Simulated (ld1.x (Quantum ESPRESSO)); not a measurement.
## Before and after: TM potential for oxygen (O)

oxygen, norm-conserving Troullier–Martins (Kleinman–Bylander form), made with ld1.x (Quantum ESPRESSO) 7.5 (PBEsol, non-relativistic). Core [He], reference 2s2 2p4. Waves: 2s (bound): rc 0.70 bohr; 2p (bound): rc 1.65 bohr. Local part: all-electron potential smoothed inside 0.70 bohr (lloc = -1). Core correction: a·sin(br)/r model core inside 0.60 bohr.

Change: all radii but the core radius scaled by about 0.83 (s 0.58, p 1.36 bohr); local potential all-electron potential smoothed inside 0.58 bohr (lloc = -1).

Cutoffs: the cutoffs (Ry, on a coarse ladder) from which the occupation-weighted sum of valence levels, in a spherical-Bessel basis at the reference potential, stays within 10 and 1 mRy of its value at 400 Ry; they do not see the model core or the augmentation charge, which bear on the density cutoff. Errors are all-electron minus pseudo energies relative to the spin-unpolarised reference configuration.

Task: How do hardness, ghosts and transferability respond?

Result: Of the 7 tests that both files solve, the error grows in 2 and shrinks in 5 by more than 15 % and 0.3 meV (median size 39.0 → 80.6 meV); neither file shows a bound ghost.

| quantity | base | changed |
| --- | --- | --- |
| cutoff, loose | 80 Ry | 230 Ry |
| cutoff, tight | 200 Ry | over 300 Ry |
| loose cutoff by channel (10 mRy a level) | s 70 Ry, p 45 Ry | s 200 Ry, p 60 Ry |
| bound ghosts | none | none |
| error for 2s2 2p3, meV [ΔE 16.37 eV] | +25 | +10 |
| error for 2s2 2p2, meV [ΔE 49.85 eV] | +242 | +106 |
| error for 2s2 2p1, meV [ΔE 103.56 eV] | +1034 | +482 |
| error for 2s1 2p5, meV [ΔE 14.80 eV] | +9.2 | +18 |
| error for 2s2 2p3.5, meV [ΔE 6.26 eV] | +3.3 | +1.3 |
| error for 2s2 2p0, meV [ΔE 180.20 eV] | +3020 | +1512 |
| error for 2s0 2p6, meV [ΔE 29.64 eV] | +39 | +81 |
